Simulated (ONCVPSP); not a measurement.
How hard is this manganese ONCV potential?

Mn, optimised norm-conserving Vanderbilt (ONCV), made with ONCVPSP 4.0.1 (PBE, scalar-relativistic). Core [Ne], reference 3s2 3p6 3d5 4s1.75 4p0.25. Waves: 3s+4s: rc 1.45 bohr, ncon 4, nbas 7, qcut 9.6 1/bohr, 2 projectors; 3p+4p: rc 1.85 bohr, ncon 4, nbas 7, qcut 5.9 1/bohr, 2 projectors; 3d: rc 1.45 bohr, ncon 4, nbas 8, qcut 10.5 1/bohr, local. Local part: the d channel. Core correction: Teter function, fcfact 2.75, rcfact 1.2.

Task: For each optimised wave give the share of its norm inside rc, the residual kinetic energy above qcut (Ha) and the cutoffs (Ha) for errors of 10, 1, 0.1 and 0.01 mHa per electron.

Result:

| wave | norm inside rc | residual KE | 10 mHa | 1 mHa | 0.1 mHa | 0.01 mHa |
| --- | --- | --- | --- | --- | --- | --- |
| 3s | 0.952 | 1.7e-07 | 18.8 | 27.4 | 33.6 | 38.2 |
| 4s | 0.046 | 1.7e-07 | 6.9 | 23.4 | 31.8 | 37.8 |
| 3p | 0.980 | 1.2e-03 | 14.3 | 17.8 | 41.3 | 55.3 |
| 4p | 0.037 | 2.5e-04 | 10.5 | 15.1 | 20.1 | 48.6 |
| 3d | 0.719 | 7.0e-06 | 36.9 | 44.0 | 49.5 | 54.4 |

The occupied waves need 44 Ha and 49 Ha for 1 and 0.1 mHa. Note: ghosts flagged at negative energy: s at -134.8 eV; no localised positive-energy state flagged. A true bound ghost makes a file unfit for plane-wave use. 1 of 4 tests not solved or not reliable.
